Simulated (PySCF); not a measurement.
## Basis-set dependence of population analyses: `[BH3-][NH2+]CC`

C2H10BN.
Atom-mapped SMILES: `[BH3-:1][NH2+:2][CH2:3][CH3:4]` (hydrogens: H5, H6, H7 on B1; H8, H9 on N2; H10, H11 on C3; H12, H13, H14 on C4)

PBE0 throughout (PySCF), one geometry, spherical d and f functions. Geometry: PBE0-D3(BJ)/def2-SVP, one conformer, isolated molecule. Atoms taken as equivalent share a column and are averaged. The first 7 of 8 kinds of atom are listed.

Mulliken charges (e):

```tsv
basis	functions	B1	N2	C3	C4	H5/H6/H7	H8/H9	H10/H11
STO-3G	30	-0.043	-0.324	-0.059	-0.243	-0.116	+0.253	+0.119
6-31G	56	-0.008	-0.733	-0.181	-0.518	-0.090	+0.366	+0.217
pcSseg-0	56	-0.208	-0.801	-0.295	-0.670	-0.022	+0.368	+0.283
6-31G*	76	-0.122	-0.667	-0.201	-0.554	-0.073	+0.381	+0.217
cc-pVDZ	106	-0.241	+0.027	-0.029	-0.103	-0.083	+0.132	+0.079
def2-SVP	106	-0.232	-0.090	+0.009	-0.107	-0.076	+0.162	+0.076
6-311+G(2d,p)	168	-0.159	-0.378	-0.194	-0.507	-0.054	+0.299	+0.171
aug-cc-pVDZ	182	-2.223	-0.324	+1.008	+0.460	+0.617	+0.104	-0.308
def2-TZVP	184	-0.335	-0.226	-0.152	-0.361	-0.040	+0.257	+0.145
IGLO-III	240	-0.021	-0.442	-0.147	-0.346	-0.107	+0.301	+0.153
cc-pVTZ	260	-0.413	+0.072	-0.097	-0.300	-0.032	+0.136	+0.123
```

IAO charges (e):

```
        basis  functions      B1      N2      C3      C4  H5/H6/H7   H8/H9  H10/H11
       STO-3G         30  -0.298  -0.240  -0.169  -0.404    -0.052  +0.258   +0.161
        6-31G         56  -0.388  -0.283  -0.166  -0.447    -0.030  +0.288   +0.170
     pcSseg-0         56  -0.402  -0.276  -0.163  -0.441    -0.028  +0.286   +0.170
       6-31G*         76  -0.368  -0.272  -0.148  -0.427    -0.036  +0.282   +0.162
      cc-pVDZ        106  -0.399  -0.265  -0.145  -0.425    -0.029  +0.283   +0.161
     def2-SVP        106  -0.389  -0.259  -0.141  -0.416    -0.033  +0.281   +0.158
6-311+G(2d,p)        168  -0.400  -0.278  -0.152  -0.437    -0.029  +0.289   +0.164
  aug-cc-pVDZ        182  -0.401  -0.273  -0.151  -0.435    -0.029  +0.287   +0.164
    def2-TZVP        184  -0.398  -0.279  -0.152  -0.437    -0.029  +0.289   +0.164
     IGLO-III        240  -0.399  -0.279  -0.153  -0.438    -0.029  +0.289   +0.165
      cc-pVTZ        260  -0.399  -0.279  -0.152  -0.439    -0.029  +0.289   +0.164
```

Some averages cover members that differ in this geometry, most widely: H5/H6/H7, Mulliken in aug-cc-pVDZ +0.589 to +0.672 e.

Which scheme is steadiest as the basis changes?

Largest range over the bases for any column: IAO 0.10 e, Mulliken 2.22 e. IAO charges move least and Mulliken charges most, counted in e. Without the minimal STO-3G basis the ranges are IAO 0.03, Mulliken 2.22 e.

How much do the charges still move between the two largest bases, IGLO-III and cc-pVTZ?

At most, over all atoms: Mulliken 0.514 e, IAO 0.001 e.

What do the same runs give for the total energy, the frontier levels and the dipole moment?

```
        basis  energy (Eh)  HOMO (eV)  LUMO (eV)  μ (D)
       STO-3G    -159.6754      -5.40       7.79   6.14
        6-31G    -161.5817      -7.33       1.39   5.97
     pcSseg-0    -161.2601      -7.58       1.00   6.20
       6-31G*    -161.6206      -7.36       1.47   5.83
      cc-pVDZ    -161.6335      -7.48       0.86   5.76
     def2-SVP    -161.5119      -7.49       0.82   5.85
6-311+G(2d,p)    -161.6762      -7.65      -0.33   5.66
  aug-cc-pVDZ    -161.6447      -7.63      -0.55   5.60
    def2-TZVP    -161.6869      -7.64       0.24   5.67
     IGLO-III    -161.6948      -7.65      -0.05   5.63
      cc-pVTZ    -161.6862      -7.64       0.31   5.66
```

The dipole is fixed by the density alone, so its range of 0.60 D shows that the density itself changes with the basis, not only its division among atoms.
